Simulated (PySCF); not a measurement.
PySCF 2.14 output of a UHF calculation on a single atom or ion in x2c-TZVPall (8s6p4d2f, 60 functions), with scalar relativity by spin-free X2C-1e:

```
SCF conv_tol = 1e-09
number electrons alpha = 25  beta = 24
cycle= 1 E= -6173.49605042737  delta_E= -0.00275  |g|= 0.0169  |ddm|= 0.0773
cycle= 2 E= -6173.49640666301  delta_E= -0.000356  |g|= 0.00637  |ddm|= 0.028
cycle= 3 E= -6173.49646816233  delta_E= -6.15e-05  |g|= 0.000421  |ddm|= 0.0173
cycle= 4 E= -6173.49646840374  delta_E= -2.41e-07  |g|= 0.000144  |ddm|= 0.00143
cycle= 5 E= -6173.49646841734  delta_E= -1.36e-08  |g|= 3.86e-05  |ddm|= 0.000394
cycle= 6 E= -6173.49646841925  delta_E= -1.91e-09  |g|= 6.97e-06  |ddm|= 0.00021
cycle= 7 E= -6173.49646841932  delta_E= -7.09e-11  |g|= 8.6e-07  |ddm|= 5.25e-05
converged SCF energy = -6173.49646841932  <S^2> = 0.7600277  2S+1 = 2.0100027
```

The run itself started from symmetry-adapted Hartree-Fock orbitals and held the occupation by maximum overlap, so the iterations belong to that start.

Problem. Which element, charge and spin multiplicity is this?

Solution. Sn⁺ (tin, charge +1), multiplicity 2; the state was [Kr] 4d10 5s2 5p1, 2P determinant.
